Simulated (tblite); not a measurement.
Start geometry of `Cc1nnc(n1C)Cl` from a force field or distance geometry (Å):
```
atom  x, y, z in Å
C1    -1.9478    0.1197   -0.0426
C2    -0.6686   -0.5932   -0.2116
N3    -0.5277   -1.9023   -0.5504
N4     0.7491   -2.2251   -0.6170
C5     1.4662   -1.1270   -0.2781
Cl6    3.2166   -0.9752   -0.1971
N7     0.5949   -0.1269   -0.0420
C8     0.9001    1.2468    0.3495
H9    -2.5741   -0.4945    0.6435
H10   -1.7838    1.0972    0.4665
H11   -2.4913    0.1887   -1.0000
H12    0.9809    1.2826    1.4702
H13    1.9031    1.5335    0.0067
H14    0.1819    1.9751   -0.0199
```

Question: What comes out of this run: GFN2-xTB geometry optimisation, gas phase in tblite?

Answer: 
```
atom  x, y, z in Å
C1    -1.9175    0.0513    0.1344
C2    -0.6509   -0.6727   -0.1038
N3    -0.5260   -1.9380   -0.3830
N4     0.7787   -2.2215   -0.5259
C5     1.4339   -1.1183   -0.3295
Cl6    3.1121   -0.9223   -0.3902
N7     0.5853   -0.0813   -0.0521
C8     0.9088    1.2904    0.2106
H9    -2.7382   -0.6542    0.0567
H10   -1.9208    0.4997    1.1272
H11   -2.0518    0.8430   -0.6018
H12    0.3890    1.6292    1.1075
H13    1.9842    1.3745    0.3592
H14    0.6124    1.9197   -0.6314
```

The energy falls by 0.425 eV over 79 L-BFGS steps, the largest force on an atom goes from 3.04 to 0.009 eV/Å, and the atoms move by 0.499 Å rms after alignment. The bond that changes most is C5–Cl6 (aromatic C–Cl carbon to aryl chlorine), which shortens by 0.068 Å. Bonds longer at the end by more than 0.005 Å: 3 of 14; shorter: 9. Among the angles that change most is H10–C1–H11, from 114.5° to 108.4°. Among the dihedrals that turn most is H11–C1–C2–N7, from 116° to 61°. Rotational constants go from 3525, 1295, 958.6 to 3540, 1366, 997.8 MHz. The orientation of the end geometry is arbitrary; only internal coordinates are fixed.

Its GFN2-xTB frequencies are all real (lowest 70 cm⁻¹).

The numbers are calculated, not measured.
